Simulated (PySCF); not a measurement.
# The third ionisation energy along the 4p block

All values are computed (PySCF 2.14, energy differences of UHF-based or UKS calculations, no spin-orbit coupling). Values in eV. The last column holds reference values (NIST; (s) semi-empirical, (t) theoretical, else measured). Unmarked ones compare directly (S terms, centres of terms, or small fine structure); those marked * lie between the lowest fine-structure levels and include a spin-orbit shift.

```csv
element,configurations,UHF,MP2 (valence),SCS-MP2 (valence),CCSD (valence),CCSD(T) (valence),reference
"Ga (cc-pVDZ-DK, spin-free X2C)",[Ar] 3d10 4s1 → [Ar] 3d10,29.698,n/a,n/a,n/a,n/a,30.726
"As (cc-pVDZ-DK, spin-free X2C)",[Ar] 3d10 4s2 4p1 → [Ar] 3d10 4s2,27.461,27.611,27.592,27.687,27.697,28.349 ± 0.012 *
"Br (cc-pVDZ-DK, spin-free X2C)",[Ar] 3d10 4s2 4p3 → [Ar] 3d10 4s2 4p2,34.610,34.956,34.835,34.906,34.908,34.871 ± 0.019 *
"Kr (cc-pVDZ-DK, spin-free X2C)",[Ar] 3d10 4s2 4p4 → [Ar] 3d10 4s2 4p3,34.233,34.637,34.646,34.654,34.661,35.838 ± 0.02 *
```

Task: Fill in the row of Se (cc-pVDZ-DK, spin-free X2C) ([Ar] 3d10 4s2 4p2 → [Ar] 3d10 4s2 4p1).

Result: UHF 30.960; MP2 (valence) 31.213; SCS-MP2 (valence) 31.150; CCSD (valence) 31.239; CCSD(T) (valence) 31.245; reference 31.697 ± 0.019 * (eV).

"Valence" correlates the outer s and p shells and, in groups 3 to 12 and the f block, the outer d or f shell, open or full, or the next shell where the ion has no valence electron left; the wider scheme adds the next inner shell.
